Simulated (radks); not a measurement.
Species: C IV. Configuration: [He] 2s1 (the NIST ground configuration).

Calculated with a radial shooting solver on a logarithmic mesh with Libxc functionals: non-relativistic Kohn-Sham, PBE, spin-unpolarised, spherical densities, point nucleus; without spin polarisation the odd electron is poorly described.

Energy parts (eV):
part                     energy
total                  -943.984
kinetic                 942.338
electron-nucleus      -2033.764
Hartree                 253.688
exchange-correlation   -106.246

Orbitals (lengths in bohr, moments of r in powers of bohr; <r^-3> diverges for s and p1/2; r(90%) holds 90 % of the orbital's charge):
orbital  occ.  eigenvalue (eV)  <r^-3>  r(90%)
1s          2        -331.7477       -   0.483
2s          1         -56.0798       -    1.97

The highest occupied level is 2s at -56.080 eV. The electron density at the nucleus is 127.7 e/bohr^3.
